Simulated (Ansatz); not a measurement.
Cost and result for the atomization energy of `OC(O)(O)[SiH3]` (11 atoms, 10 bonds).

| atom | x (Å) | y (Å) | z (Å) |
| --- | --- | --- | --- |
| O1 | 1.1514 | -0.6514 | -0.8835 |
| C2 | 0.4682 | -0.0132 | 0.1746 |
| O3 | 0.6574 | -0.8427 | 1.2824 |
| O4 | 1.0039 | 1.2262 | 0.4601 |
| Si5 | -1.4048 | 0.2249 | -0.2117 |
| H6 | 1.1149 | -0.0746 | -1.6528 |
| H7 | 0.7520 | -1.7431 | 0.9546 |
| H8 | 1.8785 | 1.0738 | 0.8457 |
| H9 | -2.0795 | 0.9364 | 0.8996 |
| H10 | -1.5519 | 0.9922 | -1.4784 |
| H11 | -1.9903 | -1.1284 | -0.3904 |

The species carries charge 0 and has multiplicity 1. The geometry is a stationary point of PBE0-D4/def2-TZVP. It is one conformer, not always the lowest. Program: Ansatz. All runs use 4 threads of an Intel Xeon 6975P-C on a shared host. Times are those of one run each, without the atoms' runs, and a repeat can differ threefold. Electronic energies, without spin–orbit coupling; frozen cores. CCSD(T)/CBS adds CCSD(T) − MP2 in def2-TZVPP to the MP2 limit, and its time is that of the two runs behind it. T1 = 0.012. B3LYP takes the VWN-RPA correlation (the form of Gaussian; ORCA's B3LYP/G).

CCSD(T)/CBS is a level of theory with its own doubt, some kJ/mol a heavy atom from the limit and from the frozen cores, so smaller differences don't rank the functionals.

```
                             level  functions  wall time  atomization (kcal/mol)  difference from CCSD(T)/CBS  per bond
   PBE-D4/def2-TZVPP (with forces)        250      1.4 s                   953.4                         16.2       1.6
                PBE0-D4/def2-TZVPP        250      1.4 s                   927.5                         -9.7      -1.0
r2SCAN-D4/def2-TZVPP (with forces)        250      2.1 s                   935.1                         -2.1      -0.2
 B3LYP-D4/def2-TZVPP (with forces)        250      2.2 s                   929.5                         -7.7      -0.8
                 B2PLYP/def2-TZVPP        250      2.8 s                   920.4                        -16.8      -1.7
                ωB97X-V/def2-TZVPP        250      3.4 s                   937.4                          0.2       0.0
  ωB97M-V/def2-TZVPP (with forces)        250      4.7 s                   937.5                          0.3       0.0
                    MP2/def2-QZVPP        478       12 s                   945.1                          7.9       0.8
                CCSD(T)/def2-TZVPP        250       40 s                   908.3                        -28.9      -2.9
                 CCSD(T)/CBS(def2)          –       52 s                   937.2                          0.0       0.0
```

The D4 term adds +7.9 kcal/mol with B3LYP and +4.1 kcal/mol with PBE0; it sums over pairs of atoms, weighted by their polarisabilities, and B3LYP, whose exchange is more repulsive, gets the larger term. From PBE to PBE0 (25 % exact exchange), in def2-TZVPP and without D4, the atomization energy moves by −25.1 kcal/mol: exact exchange takes away binding that semilocal exchange gives to molecules. In def2-TZVPP, CCSD(T) changes the Hartree–Fock value by +274.0 kcal/mol (the triples alone add +16.2 kcal/mol) and MP2 by +293.8 kcal/mol; breaking electron pairs costs correlation energy, which Hartree–Fock lacks.
